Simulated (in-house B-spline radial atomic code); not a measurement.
A run on an ion of nuclear charge 65 with 65.3 electrons that did not converge. Method: scalar-relativistic (X2C) PBEsol, spin-polarised, spherical fractional occupations, Fermi nucleus of rms radius 5.06 fm; computed with an all-electron radial atomic-structure program (B-spline basis).

Command:
```bash
python run_scf.py task.json out
```
Settings (nuclear radius in fm, mass in u):
```
Z                65
configuration    [Xe] 4f9.3 6s2
hamiltonian      x2c
method           pbesol
spin_polarised   True
nucleus          fermi
rms_radius       5.06
atomic_mass      158.92535
speed_of_light   137.035999084
```

First and last ten iterations of the last attempt (damped for 15 steps, keeping 80 % of the old Fock matrix, then DIIS):
```
 iter        energy (Eh)    residual
    1      -11659.532538    7.03e-01
    2      -11660.754770    1.31e+00
    3      -11682.493149    8.17e-01
    4      -11694.117079    4.94e-01
    5      -11699.838350    3.07e-01
    6      -11702.405164    1.98e-01
    7      -11703.460496    1.21e-01
    8      -11703.876521    7.72e-02
    9      -11704.050227    5.47e-02
   10      -11704.133560    4.00e-02
  111      -11702.138563    1.31e-01
  112      -11702.141274    1.31e-01
  113      -11702.139939    1.31e-01
  114      -11702.140147    1.31e-01
  115      -11702.141948    1.31e-01
  116      -11702.141941    1.31e-01
  117      -11702.141186    1.31e-01
  118      -11659.100043    5.50e-01
  119      -11677.588266    4.24e-01
  120      -11509.995500    1.01e+00
 not converged after 120 iterations
```

The smallest residual met was 9.8e-03; the threshold is about 6e-07. No energy from this run should be used. The likely cause: this method binds the added charge weakly or not at all at the basis-set limit, so charge moves back and forth between the atom and the box. Cost of the run: 3 s on 1 thread of x86-64 server CPU (shared host).
